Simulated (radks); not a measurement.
The nuclear charge of neutral arsenic is varied continuously with 33 electrons held in [Ar] 3d10 4s2 4p3. All-electron calculation, Dirac Kohn-Sham, BLYP, spin-unpolarised, spherical densities, finite nucleus; open shells fill j = l - 1/2 first; Fermi nuclear charge, rms radius 4.0968 fm. Program: a radial shooting solver on a logarithmic mesh with Libxc functionals. By the Hellmann-Feynman theorem dE/dZ = E(electron-nucleus)/Z, the electronic potential at the nucleus (averaged over a nucleus of fixed radius).

Z	E (hartree)	E(electron-nucleus)/Z (hartree)	HOMO	e(HOMO) (eV)	<r> HOMO (bohr)
32.8	-2228.39418	-164.035	4p3/2	-3.263	2.730
33	-2261.33781	-165.401	4p3/2	-4.917	2.593
33.2	-2294.55430	-166.764	4p3/2	-6.708	2.477
33.4	-2328.04330	-168.126	4p3/2	-8.624	2.378
33.6	-2361.80457	-169.487	4p3/2	-10.659	2.290
33.8	-2395.83789	-170.847	4p3/2	-12.805	2.212
34	-2430.14313	-172.206	4p3/2	-15.058	2.142

The central difference of E at Z = 33 is -165.400 hartree, to compare with the third column; the second derivative is -6.82 hartree.
